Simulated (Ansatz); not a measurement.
MnH, multiplicity 7 (the spin of the measured ground state), most abundant isotopes (54.9380 and 1.0078 u). Constants from fifth-degree fits in 1/R to seven points on the lowest solution found; no spin–orbit coupling, no relativity up to Kr; ω_e x_e and α_e move by some per cent with the fit.

Correlated levels freeze the inner cores; with def2 sets outer-core shells near the valence are correlated too. CBS(a, b) extrapolates the correlation energy as X⁻³ and adds the Hartree–Fock energy of set b.

Run with Ansatz (an electronic-structure program) with Gaussian orbitals. Each number belongs to the level named beside it.

| level | r_e (Å) | ω_e (cm⁻¹) | ω_e x_e (cm⁻¹) | α_e (cm⁻¹) |
|---|---|---|---|---|
| PBE/def2-TZVPP | 1.7151 | 1522.1 | 27.2 | 0.166 |
| CCSD(T)/CBS(def2-TZVPP, def2-QZVPP) | 1.7062 | 1669.5 | 45.0 | 0.191 |

D_e from total energies of the atoms and the molecule: 1.93 eV at PBE/def2-TZVPP.

Problem. Derive the rotational constants, the centrifugal constant, the fundamental, the zero-point energy and the force constant, and test the Morse rule for the well depth.

Solution. 
μ = 0.98967 u.
- PBE/def2-TZVPP: B_e = 16.8576/(μ r_e²) = 5.7905 cm⁻¹; B₀ = B_e − α_e/2 = 5.7075 cm⁻¹; D = 4B_e³/ω_e² = 3.35e-04 cm⁻¹; fundamental ω_e − 2ω_e x_e = 1468 cm⁻¹; zero-point energy ω_e/2 − ω_e x_e/4 = 754 cm⁻¹; k = μ(2πcω_e)² = 135 N/m; a Morse well would hold ω_e²/(4ω_e x_e) = 2.64 eV against the computed D_e of 1.93 eV
- CCSD(T)/CBS(def2-TZVPP, def2-QZVPP): B_e = 16.8576/(μ r_e²) = 5.8510 cm⁻¹; B₀ = B_e − α_e/2 = 5.7556 cm⁻¹; D = 4B_e³/ω_e² = 2.87e-04 cm⁻¹; fundamental ω_e − 2ω_e x_e = 1579 cm⁻¹; zero-point energy ω_e/2 − ω_e x_e/4 = 824 cm⁻¹; k = μ(2πcω_e)² = 163 N/m

Measured for the ground state: r_e 1.7311 Å [Huber and Herzberg (1979), NIST Chemistry WebBook]; ω_e 1548 cm⁻¹ [Huber and Herzberg (1979), NIST Chemistry WebBook].
